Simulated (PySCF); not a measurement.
**Exact mass, isotope pattern and composition**

Species: `Br[SiH]1P[SiH2]P1`.

All values are calculated from tables of isotopes.

Find the molar and monoisotopic masses of BrH5P2Si2.

For BrH5P2Si2, with standard atomic weights, 1 × 79.904 + 2 × 28.085 + 2 × 30.974 + 5 × 1.008 = 203.062 g/mol. From the most abundant isotopes (79Br, 28Si, 31P, 1H), 1 × 78.918337 + 2 × 27.976927 + 2 × 30.973762 + 5 × 1.007825 = 201.8588 u.

Work out the cluster of the molecular ion M+•, one line a nominal mass.

```
nominal mass  m/z (centroid)  relative intensity
         202        201.8583                95.9
         203        202.8579                 9.8
         204        203.8562               100.0
         205        204.8558                 9.9
         206        205.8532                 6.6
         207        206.8527                 0.3
         208        207.8499                 0.1
```

Lines under 0.1 % of the tallest are left out. One electron mass, 0.00055 u, is taken off.

Which m/z would the protonated, sodiated and deprotonated molecule have?

[M+H]+ 202.8661, [M+Na]+ 224.8481, [M−H]− 200.8516, for the monoisotopic species (arithmetic only; whether such ions form is another matter).

What share of all molecules is the monoisotopic species?

0.5069 × 0.922297^2 × 1^2 × 0.999885^5 = 43.09 %.

Count the protons, neutrons and electrons of the monoisotopic species, and give its exact less its nominal mass.

98 protons, 104 neutrons and 98 electrons; 201.8588 − 202 = -0.1412 u.
